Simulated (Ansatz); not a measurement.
Ansatz (an electronic-structure program) input (CCSD(T)/cc-pVDZ):

Ansatz 0.2 input:
```yaml
crystal:
  periodic: [false, false, false]
  atoms:
    - {symbol: C, position_ang: [-2.87057801, 0.17719764, -0.18765672]}
    - {symbol: C, position_ang: [-2.26902213, -1.08237552, -0.09791864]}
    - {symbol: C, position_ang: [-0.90277900, -1.10308640, -0.01122788]}
    - {symbol: C, position_ang: [-0.09622417, -0.00435635, -0.00586580]}
    - {symbol: C, position_ang: [-0.69941840, 1.24997935, -0.09549082]}
    - {symbol: C, position_ang: [-2.08550486, 1.32597610, -0.18570824]}
    - {symbol: Br, position_ang: [1.79990757, -0.17390200, 0.12025404]}
    - {symbol: H, position_ang: [-3.94814045, 0.25276299, -0.25847278]}
    - {symbol: H, position_ang: [-2.86126090, -1.98831542, -0.09776652]}
    - {symbol: H, position_ang: [-0.09048265, 2.14414676, -0.09410844]}
    - {symbol: H, position_ang: [-2.55572157, 2.29796668, -0.25533492]}
basis:
  gaussian:
    orbitals: cc-pVDZ
magnetization: {spin_polarized: true, initial_magnetization: 1}
correlation: {method: ccsd_t, electrons: outside_noble_gas}
```

Output:

```
Functional definition: HF
integrals: 0.47 GiB planned
1281 factors; integrals over basis functions are off by at most 1.1e-3 eV
0.95 GiB of device memory are held for the factors and their scratch space
mean field: 0.96 GiB planned
mean field evaluation 1: about -76239.1619 eV, gradient 2.1e1 eV
mean field evaluation 2: about -76239.1661 eV, gradient 2.1e1 eV
mean field evaluation 4: about -76242.6423 eV, gradient 4.3e0 eV
mean field evaluation 8: about -76242.8440 eV, gradient 5.9e-1 eV
mean field evaluation 16: about -76243.0758 eV, gradient 2.5e-4 eV
mean field evaluation 32: about -76242.7470 eV, gradient 2.9e-1 eV
mean field evaluation 64: about -76242.7199 eV, gradient 2.5e-1 eV
mean field evaluation 96: about -76242.6861 eV, gradient 4.9e-1 eV
mean field evaluation 128: about -76243.0612 eV, gradient 7.4e-1 eV
mean field evaluation 160: about -76238.9849 eV, gradient 4.1e0 eV
mean field evaluation 192: about -76239.5697 eV, gradient 2.9e0 eV
mean field evaluation 224: about -76239.5683 eV, gradient 3.8e0 eV
mean field evaluation 256: about -76240.2512 eV, gradient 5.2e-1 eV
mean field evaluation 288: about -76239.5078 eV, gradient 3.1e0 eV
mean field evaluation 320: about -76237.1728 eV, gradient 6.7e-1 eV
mean field -76243.07582621 eV, -2801.8813572001 hartree, gradient 1.9e-6 eV, S^2 1.357174; 4 other end points of the search recorded, 0 dependent functions left out
determinant -76243.07582621 eV, -2801.8813572001 hartree, with singles and doubles -76267.32389586 eV, -2802.7724573238 hartree
determinant -76240.31330307 eV, -2801.7798363472 hartree, with singles and doubles -76264.54597541 eV, -2802.6703706304 hartree
determinant -76239.69163818 eV, -2801.7569905841 hartree, with singles and doubles -76263.13601937 eV, -2802.6185557016 hartree
20 core orbitals not correlated
reference -76243.07582621 eV, -2801.8813572001 hartree; 18, 17 occupied and 93, 94 virtual orbitals, 1281 factors
second order -22.19210009 eV of doubles, -0.00000000 eV of singles
coupled cluster: 3.06 GiB planned
cycle   1  -24.24795613 eV  change    1.1e-4 eV  update   3.8e-3
cycle   2  -24.25086231 eV  change   -2.9e-3 eV  update   2.4e-3
cycle   3  -24.24950049 eV  change    1.4e-3 eV  update   1.1e-3
cycle   4  -24.25018728 eV  change   -6.9e-4 eV  update   5.1e-4
cycle   5  -24.25257559 eV  change   -2.4e-3 eV  update   2.6e-4
cycle   6  -24.25363496 eV  change   -1.1e-3 eV  update   1.1e-4
cycle   7  -24.25365723 eV  change   -2.2e-5 eV  update   3.7e-5
coupled cluster: 3.06 GiB planned
perturbative correction -1.07427600 eV, -0.0394789148 hartree
Total energy: -76268.40375943 eV, -2802.8121415783 hartree
```

It need not be the lowest isomer of its formula.

The determinant is spin-contaminated: <S^2> is 1.36 against 0.75 for a pure state.
